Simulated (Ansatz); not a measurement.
Stepwise reaction of `[OH][InH2]` with hydrogen chloride, as a gas-phase model of exchange steps in deposition or etching. ΔE in kJ/mol; ΔG adds harmonic PBE0-D4 terms to CCSD(T)/CBS, at 1 bar.

Calculated with Ansatz (gas phase, PBE0-D4/def2-TZVP geometries, no zero-point term in ΔE). CCSD(T)/CBS is the MP2 limit (def2-TZVPP, def2-QZVPP) plus CCSD(T) − MP2 in def2-TZVPP, frozen cores. This one scheme is used for every species. DFT in def2-TZVPP. B3LYP here is the variant with VWN-RPA as its local correlation; programs differ in this. Elements past krypton have def2 core potentials. For In outer-core shells are correlated without core-valence functions, which leaves a few kJ/mol of doubt a bond. One conformer a species, not always the lowest.

```csv
step,reaction,PBE-D4,B3LYP-D4,ωB97M-V,CCSD(T)/CBS,ΔG(400 K)
2,`[OH][InH][Cl]` + HCl → `[OH][In]([Cl])[Cl]` + H₂,-73.9,-76.4,-74.1,-79.6,-73.9
```

Task: Give the row of step 1, `[OH][InH2]` + HCl → `[OH][InH][Cl]` + H₂. (An estimate is asked.)

Result: The calculation gave: 
```json
{"step": "1", "reaction": "`[OH][InH2]` + HCl → `[OH][InH][Cl]` + H₂", "PBE-D4": "-103.6", "B3LYP-D4": "-105.7", "ωB97M-V": "-104.0", "CCSD(T)/CBS": "-108.7", "ΔG(400 K)": "-102.2"}
```

Task: By hand: ΔE of the 2 steps together at CCSD(T)/CBS.

Result: (-108.7) + (-79.6) = -188.3 kJ/mol, or -94.2 kJ/mol a step.

In ΔE each step is higher than the one before. All are downhill at CCSD(T)/CBS. ΔG lies between -102.2 and -73.9 kJ/mol a step. PBE-D4 differs from CCSD(T)/CBS by 5.1 to 5.7 kJ/mol a step. Isolated molecules leave out the surface, adducts and barriers. Largest T1 diagnostic: 0.017.
